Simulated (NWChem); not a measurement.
System: BCl₂, doublet; SMILES Cl[B]Cl

NWChem printed, in part:

```
             Northwest Computational Chemistry Package (NWChem) 7.3.0
             --------------------------------------------------------

 C2V symmetry detected

                             Geometry "geometry" -> ""
                             -------------------------

 Output coordinates in angstroms (scale by  1.889725989 to convert to a.u.)

  No.       Tag          Charge          X              Y              Z
 ---- ---------------- ---------- -------------- -------------- --------------
    1 Cl                  17.0000     1.53021100     0.00000000    -0.10298423
    2 B                    5.0000     0.00000000     0.00000000     0.70029277
    3 Cl                  17.0000    -1.53021100     0.00000000    -0.10298423

 Effective nuclear repulsion energy (a.u.)     102.0241127762

      Symmetry information
      --------------------

 Group name             C2v
 Group number             16
 Group order               4
 No. of unique centers     2

                                Z-matrix (autoz)
                                --------

 Units are Angstrom for bonds and degrees for angles

      Type          Name      I     J     K     L     M      Value
      ----------- --------  ----- ----- ----- ----- ----- ----------
    1 Stretch                  1     2                       1.72824
    2 Stretch                  2     3                       1.72824
    3 Bend                     1     2     3               124.60597

  xc_inp: hfexch multiplicative factor not found.

                           NWChem Geometry Optimization
                           ----------------------------

 maximum gradient threshold         (gmax) =   0.000450
 rms gradient threshold             (grms) =   0.000300
 maximum cartesian step threshold   (xmax) =   0.001800
 rms cartesian step threshold       (xrms) =   0.001200
 fixed trust radius                (trust) =   0.300000
 source of zmatrix                         =   autoz

          -------------------
          Energy Minimization
          -------------------

 Using diagonal initial Hessian
 Scaling for Hessian diagonals: bonds = 1.00  angles = 0.25  torsions = 0.10

          --------
          Step   0

                                 NWChem DFT Module
                                 -----------------

 Summary of "ao basis" -> "ao basis" (spherical)
 ------------------------------------------------------------------------------
       Tag                 Description            Shells   Functions and Types
 ---------------- ------------------------------  ------  ---------------------
 Cl                          3-21g                   7       13   4s3p
 B                           3-21g                   5        9   3s2p

      Symmetry analysis of basis
      --------------------------

        a1         15
        a2          3
        b1         12
        b2          5

            General Information
            -------------------
          SCF calculation type: DFT
          Wavefunction type:  spin polarized.
          No. of atoms     :     3
          No. of electrons :    39
           Alpha electrons :    20
            Beta electrons :    19
          Charge           :     0
          Spin multiplicity:     2
          Use of symmetry is: on ; symmetry adaption is: on
          Maximum number of iterations: 150
          AO basis - number of functions:    35
                     number of shells:    19
          Convergence on energy requested:  1.00D-06
          Convergence on density requested:  1.00D-05
          Convergence on gradient requested:  5.00D-04

              XC Information
              --------------
                     Hartree-Fock (Exact) Exchange  1.000

      Superposition of Atomic Density Guess
      -------------------------------------

 Sum of atomic energies:        -938.96471673

      Non-variational initial energy
      ------------------------------

 Total energy =    -939.692393
 1-e energy   =   -1500.733868
 2-e energy   =     459.017362
 HOMO         =      -0.105397
 LUMO         =       0.053870

   Symmetry analysis of molecular orbitals - initial alpha
   -------------------------------------------------------

  Numbering of irreducible representations:

     1 a1          2 a2          3 b1          4 b2

  Orbital symmetries:

     1 b1          2 a1          3 a1          4 b1          5 b1
     6 a1          7 b1          8 b2          9 a2         10 a1
    11 a1         12 a1         13 b1         14 a1         15 b1
    16 a1         17 b2         18 a2         19 b1         20 a1
    21 b2         22 a1         23 b1         24 b1         25 a1
    26 b2         27 a1         28 b1         29 a1         30 a2

   Symmetry analysis of molecular orbitals - initial beta
   ------------------------------------------------------

  Numbering of irreducible representations:

     1 a1          2 a2          3 b1          4 b2

  Orbital symmetries:

     1 b1          2 a1          3 a1          4 b1          5 b1
     6 a1          7 b1          8 b2          9 a2         10 a1
    11 a1         12 a1         13 b1         14 a1         15 b1
    16 a1         17 b2         18 a2         19 b1         20 a1
    21 b2         22 a1         23 b1         24 b1         25 a1
    26 b2         27 a1         28 b1         29 a1         30 a2

   convergence    iter        energy       DeltaE   RMS-Dens  Diis-err
 ---------------- ----- ----------------- --------- --------- ---------
 d= 0,ls=0.0,diis     1   -939.0770837718 -1.04D+03  1.51D-02  5.99D-02
                                                     8.72D-03  4.76D-02
 d= 0,ls=0.0,diis     2   -939.1250336925 -4.79D-02  4.66D-03  6.36D-03
                                                     2.84D-03  1.04D-02
 d= 0,ls=0.0,diis     3   -939.1328500460 -7.82D-03  4.34D-03  1.37D-03
                                                     1.15D-03  7.65D-04
 d= 0,ls=0.0,diis     4   -939.1350039210 -2.15D-03  1.97D-03  1.55D-04
                                                     6.24D-04  1.42D-04
 d= 0,ls=0.0,diis     5   -939.1353655147 -3.62D-04  7.54D-04  2.67D-05
                                                     3.84D-04  2.79D-05
  Resetting Diis
 d= 0,ls=0.0,diis     6   -939.1354336134 -6.81D-05  1.80D-04  2.77D-06
                                                     1.29D-04  2.24D-06
 d= 0,ls=0.0,diis     7   -939.1354394785 -5.87D-06  2.58D-05  1.24D-07
                                                     1.75D-05  1.39D-07
 d= 0,ls=0.0,diis     8   -939.1354396920 -2.13D-07  2.53D-05  4.53D-08
                                                     1.55D-05  3.17D-08
 d= 0,ls=0.0,diis     9   -939.1354397862 -9.42D-08  2.53D-06  1.03D-09
                                                     3.35D-06  5.17D-09

         Total DFT energy =     -939.135439786234
      One electron energy =    -1500.414104393439
           Coulomb energy =      518.212382847095
    Exchange-Corr. energy =      -58.957831016114
 Nuclear repulsion energy =      102.024112776224

 Numeric. integr. density =        0.000000000000

                  Occupations of the irreducible representations
                  ----------------------------------------------

                     irrep           alpha         beta
                     --------     --------     --------
                     a1                9.0          8.0
                     a2                2.0          2.0
                     b1                7.0          7.0
                     b2                2.0          2.0

                    DFT Final Alpha Molecular Orbital Analysis
                    ------------------------------------------

 Vector   18  Occ=1.000000D+00  E=-4.894758D-01  Symmetry=a2
              MO Center=  7.8D-16,  6.5D-24, -1.0D-01, r^2= 3.5D+00
   Bfn.  Coefficient  Atom+Function         Bfn.  Coefficient  Atom+Function
  ----- ------------  ---------------      ----- ------------  ---------------
     8      0.436065  1 Cl py                30     -0.436065  3 Cl py
    12      0.377831  1 Cl py                34     -0.377831  3 Cl py
     4     -0.200732  1 Cl py                26      0.200732  3 Cl py

 Vector   19  Occ=1.000000D+00  E=-4.880253D-01  Symmetry=b1
              MO Center=  1.7D-15,  2.2D-20, -5.4D-02, r^2= 3.6D+00
   Bfn.  Coefficient  Atom+Function         Bfn.  Coefficient  Atom+Function
  ----- ------------  ---------------      ----- ------------  ---------------
     7      0.322279  1 Cl px                29      0.322279  3 Cl px
     9      0.320501  1 Cl pz                31     -0.320501  3 Cl pz
    11      0.276818  1 Cl px                33      0.276818  3 Cl px
    13      0.250584  1 Cl pz                35     -0.250584  3 Cl pz
     3     -0.147107  1 Cl px                25     -0.147107  3 Cl px

 Vector   20  Occ=1.000000D+00  E=-3.824174D-01  Symmetry=a1
              MO Center= -2.0D-16,  1.4D-14,  6.6D-01, r^2= 2.7D+00
   Bfn.  Coefficient  Atom+Function         Bfn.  Coefficient  Atom+Function
  ----- ------------  ---------------      ----- ------------  ---------------
    19      0.613884  2 B  s                 18      0.409790  2 B  pz
    13     -0.328239  1 Cl pz                35     -0.328239  3 Cl pz
    22      0.317497  2 B  pz                 9     -0.310219  1 Cl pz
    31     -0.310219  3 Cl pz                 5      0.140060  1 Cl pz
    27      0.140060  3 Cl pz                15      0.110517  2 B  s

[...]

      ----------------------
      Optimization converged
      ----------------------

  Step       Energy      Delta E   Gmax     Grms     Xrms     Xmax
  ---- ---------------- -------- -------- -------- -------- --------
@    3    -939.13732612 -4.5D-07  0.00002  0.00002  0.00084  0.00160
                                     ok       ok       ok       ok

                                Z-matrix (autoz)
                                --------

 Units are Angstrom for bonds and degrees for angles

      Type          Name      I     J     K     L     M      Value     Gradient
      ----------- --------  ----- ----- ----- ----- ----- ---------- ----------
    1 Stretch                  1     2                       1.77355    0.00002
    2 Stretch                  2     3                       1.77355    0.00002
    3 Bend                     1     2     3               125.12896    0.00001

                         Geometry "geometry" -> "geometry"
                         ---------------------------------

 Output coordinates in angstroms (scale by  1.889725989 to convert to a.u.)

  No.       Tag          Charge          X              Y              Z
 ---- ---------------- ---------- -------------- -------------- --------------
    1 Cl                  17.0000     1.57407490     0.00000000    -0.10761232
    2 B                    5.0000     0.00000000     0.00000000     0.70954895
    3 Cl                  17.0000    -1.57407490     0.00000000    -0.10761232

 Effective nuclear repulsion energy (a.u.)      99.3017698171

      Symmetry information
      --------------------

 Group name             C2v
 Group number             16
 Group order               4
 No. of unique centers     2

                Final and change from initial internal coordinates
                --------------------------------------------------

                                Z-matrix (autoz)
                                --------

 Units are Angstrom for bonds and degrees for angles

      Type          Name      I     J     K     L     M      Value       Change
      ----------- --------  ----- ----- ----- ----- ----- ---------- ----------
    1 Stretch                  1     2                       1.77355    0.04531
    2 Stretch                  2     3                       1.77355    0.04531
    3 Bend                     1     2     3               125.12896    0.52299

 ==============================================================================
                                internuclear distances
 ------------------------------------------------------------------------------
       center one      |      center two      | atomic units |  angstroms
 ------------------------------------------------------------------------------
    2 B                |   1 Cl               |     3.35152  |     1.77355
    3 Cl               |   2 B                |     3.35152  |     1.77355
 ------------------------------------------------------------------------------
                         number of included internuclear distances:          2
 ==============================================================================

[second-derivative integrals and response iterations left out]

  Vibrational analysis via the FX method

  See chapter 2 in "Molecular Vibrations" by Wilson, Decius and Cross

  Vib: Default input used

 ---------------------------- Atom information ----------------------------
     atom    #        X              Y              Z            mass
 --------------------------------------------------------------------------
    Cl       1  2.9745702D+00  0.0000000D+00 -2.0335780D-01  3.4968850D+01
    B        2  0.0000000D+00  0.0000000D+00  1.3408531D+00  1.1009310D+01
    Cl       3 -2.9745702D+00  0.0000000D+00 -2.0335780D-01  3.4968850D+01
 --------------------------------------------------------------------------

[unprojected Hessian and modes left out]

        Vibrational analysis via the FX method
  --- with translations and rotations projected out ---
  --- via the Eckart algorithm                      ---
 Projected Nuclear Hessian trans-rot subspace norm:7.8241D-34
                         (should be close to zero!)

[projected Hessian left out]

 Rotational Constants
 --------------------
 A=   2.654079 cm-1  (  3.818543 K)
 B=   0.097283 cm-1  (  0.139966 K)
 C=   0.093843 cm-1  (  0.135017 K)

 Temperature                      =   298.15K
 frequency scaling parameter      =   1.0000

 Zero-Point correction to Energy  =    2.641 kcal/mol  (  0.004209 au)
 Thermal correction to Energy     =    4.806 kcal/mol  (  0.007659 au)
 Thermal correction to Enthalpy   =    5.398 kcal/mol  (  0.008603 au)

 Total Entropy                    =   63.374 cal/mol-K
   - Translational                =   39.070 cal/mol-K (mol. weight =  80.9470)
   - Rotational                   =   22.326 cal/mol-K (symmetry #  =        2)
   - Vibrational                  =    1.977 cal/mol-K

 Cv (constant volume heat capacity) =    9.064 cal/mol-K
   - Translational                  =    2.979 cal/mol-K
   - Rotational                     =    2.979 cal/mol-K
   - Vibrational                    =    3.105 cal/mol-K

[normal modes left out]

 ----------------------------------------------------------------------------
 Normal Eigenvalue ||           Projected Infra Red Intensities
  Mode   [cm**-1]  || [atomic units] [(debye/angs)**2] [(KM/mol)] [arbitrary]
 ------ ---------- || -------------- ----------------- ---------- -----------
    1       -0.000 ||    0.000000           0.000         0.000       0.000
    2       -0.000 ||    0.000070           0.002         0.068       0.013
    3        0.000 ||    0.000254           0.006         0.247       0.048
    4        0.000 ||    0.003224           0.074         3.143       0.616
    5        0.000 ||    0.000254           0.006         0.247       0.048
    6        0.000 ||    0.000062           0.001         0.060       0.012
    7      289.697 ||    0.006029           0.139         5.877       1.151
    8      654.130 ||    0.067063           1.547        65.376      12.804
    9      904.657 ||    0.394416           9.099       384.496      75.307
 ----------------------------------------------------------------------------
```

Level: UHF/3-21G. In the optimisation the excess spin sits in a1 (C2v, its own frame). No stability test was run on the SCF state.

### Question
Reconstruct the input file.

### Answer
This is not unique; one that fits is the input that was run:
```
start job
memory heap 200 mb stack 900 mb global 1100 mb
geometry units angstroms
  Cl     1.530211     0.000000    -0.099726
  B      0.000000     0.000000     0.703551
  Cl    -1.530211     0.000000    -0.099726
end
basis spherical
  Cl library 3-21g
  B library 3-21g
end
dft
  odft
  mult 2
  xc hfexch
  iterations 150
end
driver
  maxiter 120
end
task dft optimize
task dft freq
```
